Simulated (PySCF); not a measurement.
# Excitation energy of F⁺ by level of theory

F⁺ [He] 2s2 2p4 (3P) → F⁺ [He] 2s1 2p5 (3P), as a difference of total energies. Calculation: PySCF 2.14, in aug-cc-pVDZ-DK; the spin-free X2C one-electron Hamiltonian (Gaussian nucleus). Correlated levels: valence: 1s2 frozen. The calculations carry no spin-orbit coupling.

| method | excitation energy (cm⁻¹) | error (cm⁻¹) |
| --- | --- | --- |
| UHF | 177000 | +12219 |
| MP2 (valence) | 169560 | +4769 |
| SCS-MP2 (valence) | 168760 | +3978 |
| CCSD (valence) | 166850 | +2066 |
| CCSD(T) (valence) | 166410 | +1627 |
| CCSDT (valence) | 166320 | +1531 |

Reference: 164790 cm⁻¹ (measured; NIST levels, between the centres of gravity of the two terms).

Errors of the correlated levels include the incompleteness of this basis and the frozen core.
